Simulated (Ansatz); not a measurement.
Relaxation of CH6F2Si (10 atoms, charge 0, multiplicity 1), to a largest force component of 0.03 eV/Å in at most 50 steps.

All numbers below come from Ansatz 0.2.0, RKS B3LYP-D4/cc-pVDZ.

```xyz
10
Properties=species:S:1:pos:R:3
Si -0.597 -0.744 -0.322
C 0.564 0.023 0.926
F 0.158 -0.945 -1.767
F -0.985 -2.261 0.184
H -1.874 -0.033 -0.574
H 0.247 1.765 -0.667
H 0.079 1.688 -1.346
H 0.142 0.945 1.352
H 0.731 -0.690 1.750
H 1.535 0.252 0.463
```

**Question.** Where does it end, and by what steps?

**Answer.** The run converged. The force dipped under the threshold on the way, but the program's further checks kept it going. After 33 steps the energy has fallen by 0.264 eV; H6 moved furthest, 1.45 Å.

```tsv
step	energy less start (eV)	largest force component (eV/Å)	accepted
0	0.0000	2.382	yes
2	-0.1710	0.397	yes
4	-0.0714	1.309	no
6	-0.1996	0.032	yes
8	-0.2065	0.034	yes
10	-0.2119	0.027	yes
12	-0.2191	0.206	yes
14	-0.2384	0.304	yes
16	-0.2464	0.165	yes
18	-0.2510	0.308	no
20	-0.2574	0.021	yes
22	-0.2595	0.057	yes
24	-0.2604	0.084	yes
26	-0.2612	0.108	yes
28	-0.2624	0.058	yes
30	-0.2634	0.048	yes
32	-0.2639	0.020	yes
33	-0.2640	0.010	yes
```

```xyz
10
Properties=species:S:1:pos:R:3
Si -0.755 -0.926 -0.086
C 0.412 -0.092 1.091
F -0.788 -0.091 -1.505
F -0.198 -2.428 -0.450
H -2.161 -1.066 0.377
H 0.984 2.490 -1.690
H 0.545 1.869 -1.739
H 0.082 0.940 1.292
H 0.452 -0.639 2.047
H 1.427 -0.056 0.663
```

Run time: 55 s on 2 threads of Arm Neoverse V2, on a shared host, peak memory 0.17 GiB.
